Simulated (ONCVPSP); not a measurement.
## silicon (Si): one change to an ONCV potential, before and after

```json
{"Element": "silicon", "Generator": "ONCVPSP 4.0.1", "Type": "optimised norm-conserving Vanderbilt (ONCV)", "Functional": "PBEsol", "Relativity": "scalar-relativistic", "Frozen core": "[Ne]", "Valence charge": "4", "Reference configuration": "3s2 3p1.75 (charge +0.25)", "Partial waves": "3s: rc 1.95 bohr, ncon 4, nbas 8, qcut 3.5 1/bohr, 2 projectors, debl 2.3 Ha; 3p: rc 1.50 bohr, ncon 4, nbas 8, qcut 5.6 1/bohr, 1 projector", "Local potential": "polynomial inside 1.25 bohr (lpopt 5, dvloc0 -1 Ha)", "Core correction": "Teter function, fcfact 3.75, rcfact 1.8"}
```

All-electron outer shells of the reference configuration (PBEsol, scalar-relativistic, ld1.x):

| shell | level (eV) | outermost node (bohr) | outermost maximum (bohr) |
| --- | --- | --- | --- |
| 2s | -141.26 | 0.15 | 0.45 |
| 2p | -97.55 | – | 0.39 |
| 3s | -12.67 | 0.72 | 1.77 |
| 3p | -5.80 | 0.72 | 2.11 |

Change: functional PBE.

Cutoffs: the cutoffs (Ha) at which the residual kinetic energy of the hardest occupied pseudo-wave falls to 1 and 0.1 mHa per electron; they do not see the model core or the augmentation charge, which bear on the density cutoff. Errors are all-electron minus pseudo energies relative to the spin-unpolarised reference configuration.

What does the change do?

The potential gets neither clearly harder nor softer (7.4 Ha and 59 Ha → 7.3 Ha and 58 Ha); of the 4 tests that both files solve, the error grows in 2 and shrinks in 0 by more than 15 % and 0.3 meV (median size 18.4 → 35.9 meV); neither file shows a bound ghost.

```tsv
quantity	base	changed
cutoff, loose	7.4 Ha	7.3 Ha
cutoff, tight	59 Ha	58 Ha
loose cutoff by channel	s 7.4 Ha, p 4.0 Ha	s 7.3 Ha, p 4.0 Ha
bound ghosts	none	none
GHOST(+) flags under 300 eV	s at 84.2 eV	s at 87.1 eV
error for 3s2 3p2, meV [ΔE -1.23 → -1.24 eV]	+0.2	0.0
error for 3s2 3p1, meV [ΔE 6.48 → 6.50 eV]	-0.4	-4.3
error for 3s2 3p0, meV [ΔE 22.45 → 22.50 eV]	-36	-67
error for 3s1 3p0, meV [ΔE 56.35 → 56.47 eV]	-329	-356
s: phases at 1.98 bohr within 0.05 rad from the reference energy up to (Ha; the scan ends near 5)	2.8	2.8
p: phases at 1.52 bohr within 0.05 rad from the reference energy up to (Ha; the scan ends near 5)	0.6	0.6
rms error of d²Exc/dni dnj with the model core, mHa	4.54	4.19
```
